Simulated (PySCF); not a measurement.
Exercise with solution: refractive index and permittivity of the vapour

FeO4, SMILES [Fe](=[O])(=[O])(=[O])=[O], multiplicity 1.

The structure is a stationary point at PBE0-D3(BJ)/def2-SVP. The multiplicity is an assumed one; other spin states were not compared.

PBE/def2-TZVP in PySCF gives a mean static polarisability of 42.6 bohr³ and a dipole moment of 0.00 D. Take an ideal gas at 298.15 K and 1 bar, whether or not the substance is that volatile.

Q: Work out n − 1 in the optical limit and the static ε − 1.

A: 
Polarisability volume α' = 42.6 × 0.148185 = 6.31 Å³. Number density N = p/kT = 2.43e-5 Å⁻³.
Dilute limit of Lorentz–Lorenz: n − 1 = 2π N α' = 0.00096.
Orientation term of Debye: μ²/(3kT) = 8.098 Å³ × μ²(D²) = 0.00 Å³.
ε − 1 = 4π N (α' + μ²/3kT) = 0.0019. With no permanent dipole, ε equals n² in this model. Vibrational polarisation and dispersion are left out.
